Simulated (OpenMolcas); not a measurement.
## N+, P+, As+, Sb+, Bi+: ns² np² down the group

```yaml
Program: OpenMolcas
Method: CASSCF
Basis: ANO-RCC-VTZP
Scalar_Hamiltonian: DKH2, point nucleus
Spin-orbit_coupling: RASSI with atomic mean-field integrals over the reference wave functions, term energies averaged over their components
```

Active space for each ion: 2 electrons in 3 orbitals (p).

Computed levels in cm-1 above ³P₀:

```tsv
Level	N+	P+	As+	Sb+	Bi+
³P₁	47.2	145	900	2444	10614
³P₂	141	420	2287	5119	15395
¹D₂	17823	11618	12463	14191	30382
¹S₀	43907	28387	28366	28326	43766
weight of ³P in the lowest level (%)	100	100	99	97	88
```

Mixed levels, with the weight of the term that names them: Bi+ ³P₂ (63 %), Bi+ ¹D₂ (63 %).

Measured, with the error of the calculation in %. Measured levels: N+, P+, As+, Sb+ from NIST Handbook of Basic Atomic Spectroscopic Data.

```json
{"Level": "³P₁", "N+": "48.7 (-3.0)", "P+": "165 (-12.2)", "As+": "1063 (-15.4)", "Sb+": "3055 (-20.0)"}
{"Level": "³P₂", "N+": "131 (+7.5)", "P+": "469 (-10.4)", "As+": "2541 (-10.0)", "Sb+": "5658 (-9.5)"}
{"Level": "¹D₂", "N+": "15316 (+16.4)", "P+": "8882 (+30.8)", "As+": "10096 (+23.4)", "Sb+": "12790 (+11.0)"}
{"Level": "¹S₀", "N+": "32689 (+34.3)", "P+": "21576 (+31.6)", "As+": "22599 (+25.5)", "Sb+": "23906 (+18.5)"}
```

The fine-structure level ³P₂ changes by a factor of 109 from N+ to Bi+.

Without spin-orbit coupling ¹D lies 17729, 11331, 10709, 9446, 9086 cm-1 above ³P in that order; the difference to the level ¹D₂, of either sign, comes from spin-orbit coupling, which also lowers the zero.

With the s shell closed, the reference lacks s² → p² mixing. Without dynamic correlation excited terms often stand tens of per cent too high (terms of higher spin than the ground term too low), and those without a measured partner can miss by more than the paired ones (holds for N+; P+; As+). Measured partners are found by configuration, term and J. A level has none where our copy of the source lacks it or the pairing is in doubt (some pairs that miss far off the trend of their configuration count as doubtful), and it then counts in no deviation. Levels of configurations outside the active space are missing.
